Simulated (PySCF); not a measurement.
**Gd²⁺ (gadolinium, charge +2) across methods**

[Xe] 4f6 5d1 6s1, one real determinant (an excited configuration). Calculation: PySCF 2.14, in x2c-TZVPPall (11s7p7d4f2g, 113 functions); the spin-free X2C one-electron Hamiltonian (Gaussian nucleus).

```
method   E (hartree)  mean ε 4f α (eV)  mean ε 5d α (eV)  mean ε 6s α (eV)  Σ⟨r²⟩ (bohr²)    ⟨S²⟩
   UHF  -11265.74587           -47.749           -24.351           -19.274          51.55  20.004
  PBE0     -11269.35           -38.099           -21.062           -17.972          51.08  20.002
   PBE     -11269.39           -34.615           -19.718           -17.392          51.09  20.002
r2SCAN     -11269.71           -35.244           -20.219           -17.526          51.12  20.003
```

(1) Estimate the same row for LDA.

⟨L²⟩ = 18.05 against 30 for a pure H term, so this real determinant mixes terms. Spin-orbit coupling, absent here, splits the open shell strongly.

## Answers

(1) E (hartree) = -11261.25; mean ε 4f α (eV) = -34.884; mean ε 5d α (eV) = -19.685; mean ε 6s α (eV) = -17.686; Σ⟨r²⟩ (bohr²) = 51.05; ⟨S²⟩ = 20.001.
